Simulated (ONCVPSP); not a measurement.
Potentials for zinc (Zn) compared

Generated with ld1.x 7.5 (TM, RRKJ, ultrasoft, PAW), atompaw 4.2 or ONCVPSP 4.0.1. The cutoff is in Ry: for ld1.x and atompaw files where the sum of valence levels is converged to 10 mRy in a Bessel basis, for ONCV files where the hardest occupied wave has 1 mHa per electron of residual kinetic energy. The error is the largest all-electron minus pseudo excitation energy over each file’s own four to seven test configurations (ionisations up to +4, promotions, holes and added fractions of an electron), all of which were solved. The labels leave out finer settings (local radius, basis sizes, second energies), which also bear on the numbers. Spin-polarised tests are not counted. The rows are a selection from randomly drawn settings: files with unsolved tests, undetermined cutoffs or missed reference levels are left out.

A true bound ghost makes a file unfit for plane-wave use even where its test errors are small: the radial tests pick states by their node count and pass the ghost by.

| potential | cutoff (Ry) | largest error (meV) | bound ghosts |
| --- | --- | --- | --- |
| ONCV, PBE, fully relativistic, rc 1.75/1.10/1.20 (spd), local smoothed, core correction no, reference 3p6 3d10 4s1 4p1, qcut 3.4/12.8/15.8, projectors 2/2/2 | 170 | -6.4 | s |
| ONCV, PBE, scalar-relativistic, rc 1.90/0.85/0.85 (spd), local d, core correction no, reference 3p6 3d10 4s1.5, qcut 3/16.9/16.2, projectors 2/2/0 | 230 | -21 | s |
| ONCV, LDA (Perdew-Zunger), scalar-relativistic, rc 1.05/0.85/1.30 (spd), local smoothed, core correction yes, reference 3s2 3p6 3d10 4s2, qcut 9.2/15.8/9.9, projectors 3/1/2 | 98 | -544 | none |
| ONCV, PBEsol, fully relativistic, rc 0.90/0.75/1.45 (spd), local smoothed, core correction no, reference 3s2 3p6 3d10 4s2, qcut 10.8/10/11.7, projectors 2/2/2 | 109 | +67 | none |
| ONCV, PBE, scalar-relativistic, rc 1.35/0.70/1.15 (spd), local smoothed, core correction yes, reference 3s2 3p6 3d10 4s2, qcut 8/10.2/14.3, projectors 2/2/2 | 155 | +16 | none |
| ONCV, LDA (Perdew-Zunger), non-relativistic, rc 1.30/0.70/0.90 (spd), local smoothed, core correction no, reference 3s2 3p6 3d10 4s2, qcut 7.3/13.7/13.6, projectors 2/2/2 | 176 | +22 | none |
| ONCV, PBE, scalar-relativistic, rc 1.00/1.05/1.35 (spd), local smoothed, core correction yes, reference 3s2 3p6 3d10 4s1 4p1, qcut 10.8/15.4/10.3, projectors 2/2/2 | 105 | +78 | none |

Task: Fill in the row for Zn: ONCV, LDA (Perdew-Wang 92), scalar-relativistic, rc 1.20/0.85/0.75 (spd), local smoothed, core correction yes, reference 3s2 3p6 3d10 4s2, qcut 9.9/16.3/19.8, projectors 2/1/1.

Result: cutoff 311 Ry, largest error -15 meV, bound ghosts: none.

Task: Fill in the row for Zn: ONCV, PBE, scalar-relativistic, rc 0.95/1.10/0.85 (spd), local smoothed, core correction yes, reference 3s2 3p6 3d9, qcut 13.4/15.1/18.3, projectors 2/2/2.

Result: cutoff 255 Ry, largest error +7.7 meV, bound ghosts: none.
